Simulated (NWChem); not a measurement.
Species: AsH2, doublet; SMILES [AsH2]

Program: NWChem. Spin-unrestricted. In the optimisation the excess spin sits in b1 (C2v, its own frame). No stability test was run on the SCF state. Each level has its own optimisation; frequencies are unscaled.

| level | basis functions | r As–H (Å) | highest harmonic frequency (cm⁻¹) | lowest (cm⁻¹) | zero-point energy (kcal/mol) | dipole (D) | relative time |
|---|---|---|---|---|---|---|---|
| PBE/STO-3G | 20 | 1.478 | 2362 | 1222 | 8.5 | 0.90 | 1 |
| PBE/def2-SVP | 42 | 1.546 | 2129 | 968 | 7.4 | 0.34 | 2 |
| PBE/def2-SVPD | 54 | 1.545 | 2127 | 969 | 7.4 | 0.18 | 4 |
| PBE/def2-TZVP | 60 | 1.541 | 2121 | 966 | 7.4 | 0.21 | 6 |
| PBE/def2-TZVPD | 72 | 1.541 | 2125 | 965 | 7.4 | 0.19 | 7 |
| PBE/def2-TZVPP | 76 | 1.541 | 2116 | 964 | 7.4 | 0.20 | 7 |

Times are rough ratios from one shared machine.
